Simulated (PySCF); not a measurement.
## Two-component Hartree-Fock for Rh⁺ (rhodium, charge +1)

Start: [Kr] 4d8; 4d3/2 filled at m_j = -3/2, -1/2, +1/2, +3/2; 4d5/2 filled at m_j = -1/2, +1/2, +3/2, +5/2. Calculated with PySCF 2.14 in x2c-TZVPall-2c with one added diffuse shell each of s, p, d type (9s10p8d1f, 86 functions): generalised Hartree-Fock with the X2C-1e Hamiltonian and a Gaussian nucleus; one run each with spin-orbit coupling (SO) switched off, then screened by Boettger's factors.

```tsv
spinor shell	electrons	ε, spin-free (eV)	ε, screened SO (eV)	weight of nominal j (screened SO)	rms radius, screened SO (bohr)
1s1/2	2	-23349.8	-23348.2	1.000	0.0374
2s1/2	2	-3473.3	-3472.8	1.000	0.154
2p1/2	2	-3106.8	-3206.8	1.000	0.134
2p3/2	4	-3106.8	-3060.2	1.000	0.138
3s1/2	2	-661.93	-661.76	1.000	0.415
3p1/2	2	-538.30	-556.14	1.000	0.411
3p3/2	4	-538.30	-529.90	1.000	0.422
3d3/2	4	-340.93	-344.08	0.997	0.401
3d5/2	6	-340.93	-338.64	0.998	0.405
4s1/2	2	-108.64	-108.58	1.000	1.05
4p1/2	2	-71.392	-75.421	0.943	1.15
4p3/2	4	-71.392	-69.418	0.971	1.18
4d3/2	4	-19.440	-19.840	0.698	1.66
4d5/2	4	-19.440	-19.045	0.735	1.69
```

| quantity | spin-free | screened SO |
| --- | --- | --- |
| E (hartree) | -4780.58536 | -4781.33588 |
| M_J | 4 | 4 |
| ⟨J²⟩ | 20.017 | 20.016 |
| ⟨L²⟩ | 12.013 | 12.060 |
| ⟨S²⟩ | 2.005 | 2.007 |

Each row is a mean over spinors that exchange with the open shell spreads, by up to 7.125 eV (4p3/2).

Rows whose weight is well below 1 are mixtures of j = l ± 1/2: exchange outweighs spin-orbit coupling there, and the label is only the starting occupation.

Breit and QED terms are absent; they matter most for the inner s and p1/2 levels.

Densities and radii are taken from the X2C orbitals without a picture-change correction, which distorts them close to the nucleus.

Without spin-orbit coupling the j labels of p, d and f shells carry no meaning; the spin-free column gives the mean over the occupied spinors of each nl shell.
